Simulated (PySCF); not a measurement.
## Computed structure and properties of [Pb(CCH)]+

System: [Pb(CCH)]+ (singlet); start: template (C∞v). Method: PySCF 2.14.0, RKS B3LYP, Pb def2-SVP with ECP60, C def2-SVP, H def2-SVP; non-relativistic Hamiltonian with scalar-relativistic core potentials where named; density fitting; no spin-orbit coupling.

Input of the relaxation:

```python
mol = gto.M(atom='''
Pb     0.00000     0.00000    -0.32729
C      0.00000     0.00000     2.04421
C      0.00000     0.00000     3.26421
H      0.00000     0.00000     4.33421''',
    basis={'Pb': 'def2-SVP', 'C': 'def2-SVP', 'H': 'def2-SVP'},
    ecp={'Pb': 'def2-SVP'},
    charge=1, spin=0)
mf = dft.RKS(mol, xc='B3LYP')
mf.grids.atom_grid = (50, 194)
mf = mf.density_fit()  # fitting sets: Pb def2-universal-JKFIT, C def2-universal-JKFIT, H def2-universal-JKFIT
mf.conv_tol = 1e-08; mf.max_cycle = 55
mf.kernel(dm0)  # dm0: converged density of the start geometry
# quasi-Newton relaxation in Cartesian coordinates to a largest gradient under 0.00045 Eh/bohr, steps kept in the point group
```

Run from Python with OMP_NUM_THREADS=2; the lines above give its settings. Where DIIS fails, smearing, a level shift and second-order steps follow.
It took 3.8 s on 2 threads of Arm Neoverse V2, with other jobs on the host, from the converged density of the start.

Course of the relaxation:

| step | energy above end (eV) | largest force component within the symmetry (eV/Å) |
| --- | --- | --- |
| 0 | 0.2420 | 3.027 |
| 1 | 0.0266 | 1.330 |
| 2 | 0.0151 | 1.163 |
| 3 | 0.0001 | 0.046 |
| 4 | 0.0000 | 0.013 |

Relaxed geometry (C∞v):

```xyz
4

Pb    0.0000    0.0000   -0.1879
C     0.0000    0.0000    1.9875
C     0.0000    0.0000    3.2173
H     0.0000    0.0000    4.2985
```

```csv
contact,Å
Pb1–C2 (CCH),2.175
```

On the finer grid (75, 302):

| Item | Value |
| --- | --- |
| HOMO | -12.98 eV |
| LUMO | -8.84 eV |
| Dipole about the centre of mass | 1.06 D |
| Set of Mulliken populations of Pb1 outside the core potential | s 3.95, p 6.94, d 10.05 |
| D3(BJ) dispersion energy (not in the energies) | -0.148 eV |

```
atom  Mulliken (e)  Löwdin (e)  spin (e)
 Pb1          1.06        1.06      0.00
  C2         -0.09       -0.27      0.00
  C3         -0.07        0.14      0.00
  H4          0.10        0.08      0.00
```

On the grid (50, 194), as all that follows. Harmonic modes: a minimum; lowest 134 cm⁻¹ (negative: unstable), highest 3406 cm⁻¹, zero-point energy 0.479 eV.

Taking off one CCH (charge -1, singlet; the rest: singlet) in vacuum, both parts rigid, costs 15.67 eV; the small basis without counterpoise inflates it. Most of it is the attraction of opposite charges; other ways to part are cheaper, and one spin state was tried for the rest.

Rigid scan of CCH along the line from its metal:

```tsv
distance to C2 (Å)	energy (eV)
1.88	1.042
1.98	0.403
2.08	0.088
2.18	0.000
2.28	0.069
2.38	0.244
2.58	0.781
2.88	1.755
3.28	2.974
3.78	4.124
```

One start shape was tried, so this needn't be the lowest isomer.
